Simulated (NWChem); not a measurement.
# Basis-set convergence for CH$_{3}$ISi

```xyz
6

Si    -1.2944     1.1575     0.0000
I      0.3350    -0.7665     0.0000
C     -0.0470     2.6134     0.0000
H     -0.5879     3.5834     0.0000
H      0.6176     2.5766    -0.8911
H      0.6176     2.5766     0.8911
```
Charge 0, spin multiplicity 1.

All runs are NWChem calculations. All single points use one geometry, from PBE/def2-SVP with def2 effective core potentials on I, a minimum by its harmonic frequencies.

Quantity: LUMO energy at the level B3LYP.

Effective core potentials replace the inner electrons of I; spin-orbit coupling is left out. B3LYP has NWChem's definition, with VWN1-RPA local correlation. The structure started from a generated list of species.

Costs are rough ratios of processor time within this set of runs, SCF included, with def2-SVP as 1.

In def2-TZVPD the value is -3.02 eV. Among def2-SVP, def2-SVPD, def2-TZVP, def2-TZVPP, which is the smallest basis within 0.1 eV of it?

def2-SVP, with 73 functions against 166 and about 20 % of the time (also within reach: def2-SVPD, def2-TZVP, def2-TZVPP). def2-TZVPD isn't the basis-set limit itself, and a small set can land close by cancellation.

| basis | functions | LUMO energy (eV) | relative cost |
|---|---|---|---|
| def2-SVP | 73 | -2.96 | 1 |
| def2-SVPD | 103 | -3.04 | under 3 |
| def2-TZVP | 136 | -2.99 | 3 |
| def2-TZVPP | 165 | -2.99 | 4 |
| def2-TZVPD | 166 | -3.02 | 6 |
